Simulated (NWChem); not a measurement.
Species: Si₂H₃ cation, singlet

```xyz
5

Si     0.0000     0.0000     1.3568
Si     0.0000     0.0000    -1.0513
H      1.0223     1.0223    -1.4256
H     -1.3965     0.3742    -1.4256
H      0.3742    -1.3965    -1.4256
```
Atoms are numbered in this order, from 1.

Results from NWChem. Low-valent species are run as closed-shell singlets; no triplet was tried in these runs. The geometry was optimised at PBE0/def2-SVP. Level B3LYP/def2-SVP: energy and gradient on several grids; changes count from the extra-fine grid, which is no exact limit either.

```csv
grid,size of the energy change (μHa),largest change of a gradient component (μHa/bohr)
xcoarse,600,1000
coarse,50,100
medium,< 10,60
fine,< 10,< 30
xfine,< 10,< 30
```
